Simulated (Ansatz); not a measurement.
Species: BSi$_{2}$H$_{6}$, charge 0, doublet. BSi2H6 (SMILES [SiH2]B[SiH3], doublet).
B3LYP-D3(BJ)/def2-TZVP minimum from Ansatz (an electronic-structure program):
```xyz
9

B     -0.3218    -0.4072    -0.6317
H     -0.7611    -1.0693    -1.5194
Si    -0.6307     1.4825    -0.6902
H     -0.1463     2.4271     0.3403
H     -1.3719     2.2125    -1.7445
Si     0.6997    -1.2668     0.8564
H      1.1750    -0.2978     1.8777
H      1.8924    -1.9805     0.3252
H     -0.1441    -2.2754     1.5528
```
Charge 0, spin multiplicity 2.

Total energies in cc-pV(D+d)Z, 17 correlated electrons, 11 frozen orbitals. Radicals and triplets start from unrestricted determinants; spin-orbit coupling is neglected. Cores are frozen in correlated methods. No relativity.

```json
[
 {"method": "HF", "program": "Ansatz", "energy (Eh)": "-605.97988", "minus CCSDT(Q) (mEh)": "347.67"},
 {"method": "MP2", "program": "Ansatz", "energy (Eh)": "-606.25455", "minus CCSDT(Q) (mEh)": "72.99"},
 {"method": "CCSD", "program": "Ansatz", "energy (Eh)": "-606.31590", "minus CCSDT(Q) (mEh)": "11.65"},
 {"method": "CCSD(T)", "program": "Ansatz", "energy (Eh)": "-606.32535", "minus CCSDT(Q) (mEh)": "2.20"},
 {"method": "CCSDT(Q)", "program": "Ansatz", "energy (Eh)": "-606.32755", "minus CCSDT(Q) (mEh)": "0.00"}
]
```

Rough core times of Ansatz's runs on a shared machine: CCSD(T) 30 s, CCSDT(Q) 20 min.
